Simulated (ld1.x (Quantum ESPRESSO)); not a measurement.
## An all-electron radial function and its pseudo partner (Mn)

Columns: radius, all-electron u(r) and pseudo u(r) of the 4s shell (level -11.88 eV) of manganese in the configuration [Ar] 3d5 4s1 4p0; PBE, scalar-relativistic, RRKJ scheme, ld1.x (Quantum ESPRESSO) 7.5.

```csv
r (bohr),all-electron,pseudo
0.120,-0.1103,-0.0134
0.240,-0.1506,-0.0268
0.360,0.0472,-0.0406
0.480,0.2242,-0.0558
0.600,0.3003,-0.0743
0.720,0.2829,-0.0983
0.840,0.2035,-0.1299
0.960,0.0917,-0.1706
1.080,-0.0311,-0.2205
1.200,-0.1518,-0.2785
1.320,-0.2627,-0.3417
1.440,-0.3602,-0.4066
1.560,-0.4427,-0.4690
1.680,-0.5104,-0.5252
1.800,-0.5638,-0.5724
1.920,-0.6044,-0.6094
2.040,-0.6333,-0.6360
2.160,-0.6520,-0.6531
2.280,-0.6618,-0.6620
2.400,-0.6640,-0.6640
2.520,-0.6598,-0.6598
2.640,-0.6501,-0.6501
2.760,-0.6360,-0.6360
2.880,-0.6183,-0.6183
3.000,-0.5978,-0.5978
3.120,-0.5751,-0.5751
```

Problem. How many radial nodes do the two functions have?

Solution. The all-electron 4s function has n − l − 1 = 3 (the table is too coarse to show those close to the nucleus); the pseudo-wave has 0, since the states of the same l below it are removed with the core.

Problem. At about which radius was the pseudo-wave matched?

Solution. 2.40 bohr, where the columns begin to agree (steps of 0.12 bohr).

Problem. Where does each function peak?

Solution. Outermost all-electron maximum near 2.40 bohr, pseudo maximum near 2.40 bohr (to the table’s step).

Problem. Is the pseudo-wave norm-conserving?

Solution. Yes: the RRKJ scheme keeps the norm inside the radius equal to the all-electron one, which fixes the energy derivative of the logarithmic derivative at the level.
